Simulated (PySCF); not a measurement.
**Gallium: a sound run and one with changed settings**

Sound run: Ga⁺ [Ar] 3d10 4s2, Ga²⁺ [Ar] 3d10 4s1. Computed with PySCF 2.14 in aug-cc-pVDZ-DK (6s5p3d, 36 functions), with scalar relativity by spin-free X2C-1e. In the sound run the correlated levels freeze [Ar] 3d10. The sound run starts from symmetry-adapted Hartree-Fock orbitals and uses a fine grid where one is needed.

Changed run: no relativity, point nucleus. This setting is unsound on purpose.

| species | method | sound run (hartree) | changed run (hartree) | converged |
| --- | --- | --- | --- | --- |
| Ga⁺ | UHF | -1941.88183 | -1913.01009 | yes |
| Ga⁺ | M06-2X | -1943.58105 | -1914.71096 | yes |
| Ga⁺ | TPSS | -1943.50407 | -1914.63316 | yes |
| Ga⁺ | MP2 | -1941.90545 | -1913.03402 | yes |
| Ga⁺ | CCSD(T) | -1941.91757 | -1913.04671 | yes |
| Ga²⁺ | UHF | -1941.19086 | -1912.33606 | yes |
| Ga²⁺ | M06-2X | -1942.82881 | -1913.97675 | yes |
| Ga²⁺ | TPSS | -1942.74944 | -1913.89748 | yes |

Ionisation energy of Ga⁺:

```csv
method,sound run (eV),changed run (eV)
UHF,18.802,18.341
M06-2X,20.470,19.979
TPSS,20.535,20.019
MP2,19.445,18.993
SCS-MP2,19.573,19.123
CCSD,19.775,19.338
CCSD(T),19.775,19.338
CCSDT,19.775,19.338
FCI,19.775,19.338
```

Most of the change in total energy is the relativistic energy itself. On top of that the contraction fixes the core shape for the Hamiltonian it was made with, so the changed run is not a good calculation with the other Hamiltonian either.

For comparison, NIST gives 20.515 eV between the lowest levels.
